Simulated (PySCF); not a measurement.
PySCF input file for Mo(S)2(OH)(SH) (H2MoOS3), SMILES [OH][Mo](=[S])(=[S])[SH], multiplicity 1, C-PCM-M06-2X/def2-SVP. Geometry: B3LYP-D3(BJ)/def2-SVP. The spin state was assumed, not searched. The def2 effective core potentials stand for the cores of Mo; spin–orbit coupling is left out. Other conformers were not sampled.

```python
import numpy as np
from pyscf import gto, scf, dft
from pyscf.solvent import pcm

mol = gto.M(
    atom='''
    Mo    0.06148522    0.08019895   -0.19603293
    S     0.33219095    1.84711781    0.93887750
    S     1.55853285   -1.34675477    0.23864838
    O     0.00394052    0.51457591   -2.01390295
    H     0.29410974   -0.09927879   -2.70580531
    S    -1.90698747   -0.97218479    0.47949816
    H    -2.64779453    0.16346400    0.53802711
    ''',
    basis='def2-SVP',
    ecp={'Mo': 'def2-svp'},
    charge=0,
    spin=0,
    max_memory=1600,
    verbose=3,
)
mf = dft.RKS(mol, xc='m06-2x').density_fit(auxbasis='def2-universal-jkfit')
mf.grids.level = 4
mf.conv_tol = 1e-9
mf.max_cycle = 100
mf.kernel()
res = {}
for name, eps in {'water': 78.355, 'toluene': 2.3741, 'N,N-dimethylformamide': 37.219}.items():
    s = mf.PCM()
    s.with_solvent.method, s.with_solvent.eps, s.with_solvent.lebedev_order = 'C-PCM', eps, 29
    s.kernel(mf.make_rdm1())
    res[name] = (s.e_tot, eps, s.dip_moment(), s.mo_energy, s.converged)
    print(f'{name}: electrostatic solvation free energy {(s.e_tot - mf.e_tot) * 627.509474:.3f} kcal/mol')
```

It prints:

```
converged SCF energy = -1338.70814154204

WARN: PCM is an experimental feature. It is still in testing.
Features and APIs may be changed in the future.

converged SCF energy = -1338.71862962043
Dipole moment(X, Y, Z, Debye): -1.20842, -0.70387, -2.52597
water: electrostatic solvation free energy -6.581 kcal/mol

WARN: PCM is an experimental feature. It is still in testing.
Features and APIs may be changed in the future.

converged SCF energy = -1338.71389190145
Dipole moment(X, Y, Z, Debye): -0.95990, -0.58401, -2.13413
toluene: electrostatic solvation free energy -3.608 kcal/mol

WARN: PCM is an experimental feature. It is still in testing.
Features and APIs may be changed in the future.

converged SCF energy = -1338.71845401199
Dipole moment(X, Y, Z, Debye): -1.19814, -0.69864, -2.51005
N,N-dimethylformamide: electrostatic solvation free energy -6.471 kcal/mol
```

The run converged.
